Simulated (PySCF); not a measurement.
Isomers C$_{4}$H$_{6}$FNSi:

A. `N#C[SiH2]/C=C\CF`
B. `InChI=1S/C4H6FNSi/c1-2-4(5)3-7-6/h1,3H,6-7H2/b4-3-`
C. `C#C/C=C\[Si@@H](N)F`
D. SMILES C(#N)/C=C\[C@H](F)[SiH3]

Spectrum 1. $^{1}$H NMR (400 MHz, computed): δ 6.95 (m, 1H), 6.07 (m, 1H), 5.66 (m, 2H), 4.66 (d, 2H). $^{13}$C{$^{1}$H} NMR (computed): δ 158.2 (CH), 123.7 (C), 121.7 (CH), 88.3 (CH2).

Spectrum 2. $^{1}$H NMR (400 MHz, computed): δ 6.70 (m, 1H), 6.54 (m, 1H), 5.41 (m, 1H), 2.98 (d, 1H), 0.93 (br s, 2H). $^{13}$C{$^{1}$H} NMR (computed): δ 155.8 (CH), 133.2 (CH), 92.8 (CH), 88.1 (C).

Spectrum 3. $^{1}$H NMR (400 MHz, computed): δ 7.45 (m, 1H), 6.27 (m, 1H), 5.17 (m, 1H), 4.06 (m, 3H). $^{13}$C{$^{1}$H} NMR (computed): δ 167.5 (CH), 120.4 (C), 98.1 (CH), 91.7 (CH).

Spectrum 4. $^{1}$H NMR (400 MHz, computed): δ 5.73 (m, 1H), 5.34 (d, 2H), 2.76 (s, 1H), -0.08 (br s, 2H). $^{13}$C{$^{1}$H} NMR (computed): δ 160.5 (C), 122.1 (CH), 88.8 (CH), 80.8 (C).

Theoretical values (PySCF 2.14): PBE0/pcSseg-1 with gauge-including orbitals, GFN2-xTB structure. Rapidly exchanging positions averaged, single conformer, no solvent, relativity neglected.

Chemical shifts δ = σref − σ; $^{1}$H (σref 31.72), $^{13}$C (σref 186.93) vs TMS, all at this level. Splittings of carbon signals by F and P are missing where no couplings were computed. Where no couplings were computed, multiplicities follow the n + 1 count of equivalent neighbours, and m marks all less simple cases (inequivalent or close neighbours, rings, F or P nearby). Shifts are as computed. Against solution values, carbons near 30 ppm lie about +3 ppm off and those near 130 ppm about +5 ppm. Of 1309 compounds with measured shifts, 239 miss one by over three times the rms of a fit or turn the order of signals round; such compounds aren't used in these exercises. OH and NH positions are gas-phase values without hydrogen bonding to other molecules.

Question: Match each spectrum to its structure.

Answer: 1–A, 2–C, 3–D, 4–B.

- Spectrum 1 (A): 4 $^{13}$C signals; δC 158.2 is an alkene CH; δC 123.7 is a nitrile carbon.
- Spectrum 2 (C): 4 $^{13}$C signals; δC 155.8 is an alkene CH; δC 133.2 is an alkene CH.
- Spectrum 3 (D): 4 $^{13}$C signals; δC 120.4 is a nitrile carbon; δC 91.7 is an allylic sp3 CH bonded to F and Si.
- Spectrum 4 (B): 4 $^{13}$C signals; δC 160.5 is a fully substituted alkene carbon; δC 122.1 is an alkene CH.
